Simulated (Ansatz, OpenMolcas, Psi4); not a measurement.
A ladder of methods for AsF3 (arsenic trifluoride)

AsF3 has 4 atoms, charge 0, and is taken as a singlet. As SMILES, `F[As](F)F`. The shape is that of a PBE0-D4/def2-TZVP optimisation.

Quantity: the atomisation enthalpy at 298 K, in kJ/mol. The values are calculated. The thermal term (zero-point and 298 K enthalpy, harmonic and unscaled) is that of PBE0-D4/def2-TZVP; the spin-orbit lowering of the free atoms at 298 K, 3.9 kJ/mol by their spectra, is taken off.

**What was measured.** CRC Handbook of Chemistry and Physics; in doubt, as an older value, an estimate or one at odds with other calculations gives the atomisation enthalpy at 298 K of the gas as 1326 kJ/mol.

| level | kind | program | value (kJ/mol) | computed − measured | CPU time (all runs) |
| --- | --- | --- | --- | --- | --- |
| HF/cc-pVDZ | Hartree–Fock | OpenMolcas | 676 | -650 | 8.4 s |
| revPBE/cc-pVDZ | GGA | Ansatz | 1270 | -56 | 4.7 s |
| B3LYP/cc-pVDZ | global hybrid | OpenMolcas | 1257 | -69 | 19 s |
| wB97X/cc-pVDZ | range-separated hybrid | Ansatz | 1288 | -38 | 19 s |
| PBE-QIDH/cc-pVDZ | double hybrid | Ansatz | 1167 | -159 | 7.5 s |
| RPA@PBE/cc-pVDZ | RPA | Ansatz | 1001 | -325 | 6.7 s |
| MP2/cc-pVDZ | perturbation theory | Psi4 | 1184 | -142 | 73 s |
| CCSD(T)/cc-pVDZ, open shells restricted | coupled cluster or CI | OpenMolcas | 1108 | -218 | 38 s |
| FCI/STO-3G | exact in the basis | Ansatz | 711 | -615 | 5.3 s |

Nearest: wB97X/cc-pVDZ (-38 kJ/mol); farthest: HF/cc-pVDZ (-650 kJ/mol). Computed less measured by kind, in kJ/mol (of the ab initio rows, those in cc-pVDZ): Hartree–Fock -650; GGA -56; global hybrid -69; range-separated hybrid -38; double hybrid -159; RPA -325; perturbation theory -142; coupled cluster or CI -218. Wave-function methods converge slowly with the basis and bind too weakly in sets of this size; that is part of their error here. The measured heats of formation of B, Si, Al and metal atoms are uncertain by some kJ/mol each. All-electron rows without a relativistic Hamiltonian named are non-relativistic. High-level rows in very small sets aren't better than simpler rows in larger ones. In the correlated wave-function rows the outer d shell of As is correlated, in sets not made for it. CPU times are rough (shared hosts, several kinds of processor and program).
